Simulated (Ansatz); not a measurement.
Reaction (ligand exchange at a B–N bond): `NB(O)F` + `O[SiH3]` → `OB(F)O[SiH3]` + NH₃

Computed with Ansatz on PBE0-D4/def2-TZVP structures; ΔE is electronic, products minus reactants. CCSD(T)/CBS adds triple-zeta CCSD(T) − MP2 to the extrapolated MP2 energy (def2 sets, frozen cores). This one scheme is used for every species. DFT in def2-TZVPP. Each species was taken in one conformer, which may not be the lowest.

`NB(O)F`:

Cartesian coordinates in Å:
```
N 0.658 -0.656 0.108
B -0.171 0.466 0.283
O -1.184 0.844 -0.548
F 0.033 1.245 1.350
H 1.386 -0.870 0.766
H 0.590 -1.303 -0.655
H -1.313 0.273 -1.305
```

`O[SiH3]`:

Cartesian coordinates in Å:
```
O 1.114 0.323 -0.545
Si -0.250 -0.044 0.303
H 1.108 0.171 -1.490
H -1.419 0.750 -0.167
H 0.048 0.286 1.715
H -0.601 -1.486 0.184
```

`OB(F)O[SiH3]`:

Z-matrix (Å, degrees):
```
Si
O 1 1.655
H 1 1.484 2 110.2
H 1 1.484 2 110.2 3 -121.4
H 1 1.480 2 106.4 3 119.3
B 2 1.348 1 131.9 3 60.8
F 6 1.334 2 118.9 1 180.0
O 6 1.359 2 121.1 1 -0.0
H 8 0.960 6 113.4 2 180.0
```

NH₃:

```xyz
4

N    -0.161    0.118    0.199
H    -0.718   -0.326   -0.521
H     0.428    0.801   -0.260
H     0.450   -0.593    0.582
```

```tsv
level	ΔE (kcal/mol)
LDA (SPW92)	-6.3
MP2/def2-QZVPP	-8.4
```

What does CCSD(T)/CBS give? (Best estimate.)

Ansatz gave: -8.6 kcal/mol. The listed levels differ from it by 2.3, 0.2 kcal/mol.

Largest T1 diagnostic among the species: 0.012.

The D4 term adds −0.8 kcal/mol with B3LYP and −0.5 kcal/mol with PBE0; it sums over pairs of atoms, weighted by their polarisabilities, and B3LYP, whose exchange is more repulsive, gets the larger term. In def2-TZVPP, CCSD(T) changes the Hartree–Fock value by +0.8 kcal/mol (the triples alone add +0.0 kcal/mol) and MP2 by +1.2 kcal/mol. At CCSD(T), def2-SVP lies −2.2 kcal/mol from the extrapolated value and def2-TZVPP −0.3 kcal/mol.

B3LYP here is the variant with VWN-RPA as its local correlation; programs differ in this.
